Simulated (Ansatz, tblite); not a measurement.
Spin states of Ag2Te, each relaxed with r2SCAN-D4/def2-TZVP in Ansatz. Electronic energies in the gas phase.

In the def2 sets Ag, Te take a core potential; there is no spin–orbit coupling. The xTB rows come from tblite. Correlated methods freeze 4 core orbitals; core or outer-core shells of Ag, Te are correlated, in sets that lack core-valence functions. The structure comes from a short search, and lower isomers may exist.

Singlet geometry (C2v within 0.1 Å):

| atom | x (Å) | y (Å) | z (Å) |
| --- | --- | --- | --- |
| Ag1 | 0.5051 | -1.4963 | 0.2830 |
| Ag2 | -1.2563 | 0.4567 | -0.8874 |
| Te3 | 0.7511 | 1.0395 | 0.6044 |

Triplet geometry (C2v within 0.1 Å):

Cartesian coordinates in Å:
```
Ag -0.555 -0.998 -1.052
Ag 0.739 -0.578 1.238
Te -0.183 1.576 -0.186
```

Quintet geometry (C2v within 0.1 Å):

```xyz
3

Ag   -1.162    1.017   -0.423
Ag    1.339    0.053   -0.876
Te   -0.177   -1.070    1.299
```

⟨S²⟩: triplet 2.01 at PBE0-D4/def2-TZVP (pure 2.00), quintet 6.01 at PBE0-D4/def2-TZVP (pure 6.00).

Only these spin states were relaxed.

Second-order perturbation terms are unreliable where d shells bring near-degenerate states, and here MP2/def2-TZVP lies more than 0.4 eV from the median of the functionals without such a term.

| level | triplet − singlet (kJ/mol) | quintet − singlet (kJ/mol) | lowest of these |
| --- | --- | --- | --- |
| GFN1-xTB | 175.5 | 452.7 | singlet |
| HF/def2-TZVP | 51.8 | 267.4 | singlet |
| PBE-D4/def2-TZVP | 112.8 | 338.5 | singlet |
| revPBE-D4/def2-TZVP | 109.1 | 329.8 | singlet |
| r2SCAN-D4/def2-TZVP | 106.4 | 328.9 | singlet |
| r2SCANh-D4/def2-TZVP | 106.2 | 336.0 | singlet |
| PBE0-D4/def2-TZVP | 113.1 | 357.4 | singlet |
| MP2/def2-TZVP | 149.9 | 405.2 | singlet |

Change of the quintet − singlet gap on mixing in exact exchange, in kJ/mol: PBE to PBE0 (25 % exact exchange) 18.9; r2SCAN to r2SCANh (10 % exact exchange) 7.1.

The xTB methods have no term that favours high spin, so they put low spin too low.
